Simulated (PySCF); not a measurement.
Electron correlation in Cr⁺ (chromium, charge +1)

[Ar] 3d4 4s1, high-spin 6D determinant (an excited configuration). Computed with PySCF 2.14 in aug-cc-pwCVTZ, with no relativity, point nucleus. Frozen: [Ar]; 5 electrons correlated.

MP2 pair energies summed by pair of shells (mhartree):

```
 pair  energy  share (%)
3d-3d  -45.95       79.1
3d-4s  -12.16       20.9
```

Total MP2 correlation energy: -58.10 mhartree.

Same-spin part -58.10 and opposite-spin part 0.00 mhartree; SCS-MP2 scales them by 1/3 and 6/5 to -19.37 mhartree.
